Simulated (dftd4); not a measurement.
C$_{3}$H$_{8}$As (SMILES C[C](C)[AsH2]), doublet, at a GFN2-xTB geometry; D4 for r2scan (dftd4).

Here is a job for dftd4.
```
$ dftd4 mol.xyz --func r2scan --charge 0 --json dftd4.json --noedisp --property

# file mol.xyz
12

C     -1.06519029     1.78483099     0.03108030
C     -0.76655125     0.36846721    -0.33389339
C     -1.95211724    -0.52631047    -0.48317032
As     0.91553816    -0.40089944     0.22269269
H     -1.54395907     1.85767815     1.01530513
H     -1.75664549     2.22927244    -0.68771601
H     -0.15135721     2.38131331     0.05400838
H     -2.65585291    -0.11386931    -1.20908699
H     -2.50022148    -0.63413665     0.46085300
H     -1.64900049    -1.52122396    -0.81434270
H      0.99654841    -1.34845491    -0.94467525
H      1.75088179     0.61717613    -0.50730393
```

What the program printed (banner, timings and long lists left out):

```
                    ____  _____ _____     ____  _  _
      -------------|  _ \|  ___|_   _|---|  _ \| || |------------
     |             | | | | |_    | | ___ | | | | || |_           |
     |             | |_| |  _|   | ||___|| |_| |__   _|          |
     |             |____/|_|     |_|     |____/   |_|            |
     |             ===================================           |
     |            E. Caldeweyher, S. Ehlert & S. Grimme          |
     |          Mulliken Center for Theoretical Chemistry        |
     |                    University of Bonn                     |
      -----------------------------------------------------------

Rational (Becke-Johnson) damping: r2scan-D4-ATM
---------------------
  s6         1.0000
  s8         0.6019
  s9         1.0000
  a1         0.5156
  a2         5.7734
 alp        16.0000
--------------------

Atomic data, radii in Ångström:
------------------------------------------------------
   Z          R(cov)      r4/r2   hardness         EN
------------------------------------------------------
   6 C        1.0000     1.6431     0.4220     2.5500
  33 As       1.5333     2.6813     0.3724     2.1800
   1 H        0.4267     1.0622     0.4726     2.2000
------------------------------------------------------

Atomic reference systems (in atomic units):
----------------------------------------------------------------------------
   Z        #      CN     q+Z       C6(AA)   #      CN     q+Z       C6(AA)
----------------------------------------------------------------------------
   6 C      1  0.0000  6.0000      49.3833   2  0.9189  5.8288      52.1688
            3  1.9079  5.8579      35.6972   4  2.8312  5.7775      35.8445
            5  3.7487  5.7435      28.6317   6  2.9183  5.8956      32.2504
            7  0.8556  6.2103      25.6194
  33 As     1  0.0000 33.0000     264.7235   2  0.9681 32.9005     268.9819
            3  1.9376 32.8810     259.2479   4  2.9083 32.8977     239.8857
   1 H      1  0.0000  1.0000       7.6362   2  0.8942  1.0000       3.0374
----------------------------------------------------------------------------

Atomic properties (in atomic units):
----------------------------------------------------------------------------
     #    Z              CN          q      C6(AA)        C8(AA)   alpha(0)
----------------------------------------------------------------------------
     1    6 C        3.7877    -0.2267     27.9982      809.7575     7.6279
     2    6 C        2.8767    -0.1341     33.1264      958.0745     9.4054
     3    6 C        3.7877    -0.2267     27.9982      809.7575     7.6279
     4   33 As       2.9354    -0.0136    237.0662    18259.4383    27.9755
     5    1 H        0.9236     0.0863      1.9157       23.1572     2.1645
     6    1 H        0.9243     0.0865      1.9137       23.1335     2.1633
     7    1 H        0.9243     0.0844      1.9340       23.3794     2.1748
     8    1 H        0.9243     0.0865      1.9137       23.1335     2.1633
     9    1 H        0.9236     0.0863      1.9157       23.1572     2.1645
    10    1 H        0.9243     0.0844      1.9340       23.3794     2.1748
    11    1 H        0.9711     0.0434      2.3975       28.9823     2.4198
    12    1 H        0.9711     0.0434      2.3975       28.9823     2.4198
----------------------------------------------------------------------------

Molecular properties (in atomic units):
----------------------------------------
 molecular C6                1847.4712
 molecular C8               68420.8721
----------------------------------------

Dispersion energy:      -2.2390407902268E-03 Eh

[Info] JSON dump of results written to 'dftd4.json'
```
